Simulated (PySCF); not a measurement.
A calculated (wB97X, PySCF 2.14, x2c-TZVPPall, the spin-free X2C one-electron Hamiltonian (Gaussian nucleus)) atom or ion has these occupied shells.

```
shell  electrons  orbital energy (eV)  rms radius, mean of both spins (bohr)
 1s α          1             -71543.9                                 0.0204
 1s β          1             -71543.9                                 0.0204
 2s α          1             -12448.4                                 0.0824
 2s β          1             -12448.1                                 0.0824
 2p α          3             -10905.1                                 0.0750
 2p β          3             -10904.9                                 0.0750
 3s α          1              -2912.0                                  0.211
 3s β          1              -2911.9                                  0.211
 3p α          3              -2453.4                                  0.212
 3p β          3              -2453.3                                  0.212
 3d α          5              -1915.0                                  0.194
 3d β          5              -1914.8                                  0.194
 4s α          1              -631.87                                  0.468
 4s β          1              -631.60                                  0.468
 4p α          3              -480.13                                  0.499
 4p β          3              -479.90                                  0.499
 4d α          5              -284.67                                  0.538
 4d β          5              -284.38                                  0.538
 5s α          1              -112.16                                   1.10
 5s β          1              -109.67                                   1.10
 5p α          3              -73.583                                   1.26
 5p β          3              -70.131                                   1.26
 4f α          7              -69.242                                  0.656
 4f β          7              -68.758                                  0.656
 5d α          4              -28.847                                   1.85
 6s α          1              -24.559                                   2.88
```

(1) Name the element and its charge.

Results:

(1) Re²⁺ (rhenium, charge +2), in [Xe] 4f14 5d4 6s1, high-spin 6D determinant (an excited configuration).
